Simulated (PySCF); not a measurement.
## Pm²⁺ (promethium, charge +2) across methods

[Xe] 4f5, one real determinant. All numbers are calculated (PySCF 2.14, the spin-free X2C one-electron Hamiltonian (Gaussian nucleus), in x2c-TZVPPall with one added diffuse shell each of s, p, d, f type (12s8p8d5f2g, 129 functions)).

```tsv
method	E (hartree)	mean ε 5p α (eV)	mean ε 5p β (eV)	mean ε 4f α (eV)	Σ⟨r²⟩ (bohr²)	⟨S²⟩
UHF	-10015.57412	-42.332	-39.796	-25.456	40.99	8.756
LDA	-10011.43	-36.596	-34.925	-16.550	41.27	8.752
PBE0	-10018.95	-38.155	-36.288	-18.772	41.11	8.753
r2SCAN	-10019.32	-37.072	-35.120	-16.579	41.15	8.755
PBE	-10018.97	-36.412	-34.678	-16.388	41.30	8.753
```

⟨L²⟩ = 24.03 against 30 for a pure H term, so this real determinant mixes terms. Spin-orbit coupling, absent here, splits the open shell strongly.
